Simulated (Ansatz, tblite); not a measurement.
Energy landscape of H₃Si (cation, charge +1), singlet: umbrella (inversion) coordinate, bond length relaxed. Scanned: angle between the Si-H bonds and the threefold axis (90 = planar). Other coordinates (Si-H bond length) were minimised at B3LYP/def2-TZVP.

Levels of theory: RKS-BLYP/def2-SVP = restricted BLYP/def2-SVP (Ansatz, a first-principles code); CCSD/def2-SVP = CCSD on RHF/def2-SVP, frozen core (Ansatz); GFN2-xTB, 300 K electronic temperature (tblite); FCI/def2-SVP = full CI/def2-SVP, frozen core (Ansatz).

Energies relative to the lowest point of each profile, in kcal/mol:

```tsv
a / °	RKS-BLYP/def2-SVP	CCSD/def2-SVP	GFN2-xTB
90	0.0	0.0	0.0
93.23	0.5	0.6	0.4
96.64	2.3	2.5	1.8
101.44	6.8	7.3	5.4
104.51	11.0	11.8	8.7
108.65	18.3	19.5	14.4
110.73	22.7	24.1	17.9
113.56	29.5	31.3	23.1
122.38	57.2	59.9	44.9
126.51	73.9	76.9	58.5
128.66	83.7	86.7	66.7
132	100.4	103.3	81.4
```

Q: Predict the corresponding FCI/def2-SVP column.

A: 90: 0.0; 93.23: 0.6; 96.64: 2.4; 101.44: 7.3; 104.51: 11.7; 108.65: 19.3; 110.73: 23.9; 113.56: 31.0; 122.38: 59.3; 126.51: 76.0; 128.66: 85.7; 132: 102.0 (kcal/mol).
